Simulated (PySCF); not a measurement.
silene (CH4Si), SMILES C=[SiH2]. Coordinates come from a B3LYP-D3(BJ)/def2-TZVP optimisation.

TDDFT-PBE/def2-TZVPD (PySCF 2.14.0) puts the lowest singlet excitations at 4.99, 5.55, 5.74, 6.19, 6.62, 6.75 eV.

Question: What are the lowest excitation roots from ADC(2)/aug-cc-pVDZ run with PySCF? (The exact figures need the calculation; the answer reports its results.)

Answer: 5.28, 5.69, 6.19, 6.51, 6.64, 7.04 eV. S1 differs by 0.29 eV (second minus first; roots are paired by order, and the bases may differ).
